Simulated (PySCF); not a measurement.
All values below come from ωB97X-D3(BJ)/def2-TZVP // B3LYP-D3(BJ)/def2-TZVP (PySCF). Gas-phase values, no solvent. One relaxed conformer stands for a flexible species; it need not be the lowest. 

Reference species (SMILES): `[SH][GaH2]` (neutral, multiplicity 1).

* **HOMO**: -10.09 eV
* **HOMO–LUMO gap**: 10.43 eV

Changed species: `[SH][GaH][SH]` (H–S–Ga–S torsion 0°, S–Ga–S–H torsion 0°) (1 of 3 SH replaced by H; the reference has 2 of 3 SH replaced by H).

Task: Predict the effect on the HOMO and HOMO–LUMO gap.

Result: the HOMO increases by 0.12 eV, to -9.97 eV; the HOMO–LUMO gap rises by 0.18 eV, to 10.61 eV.
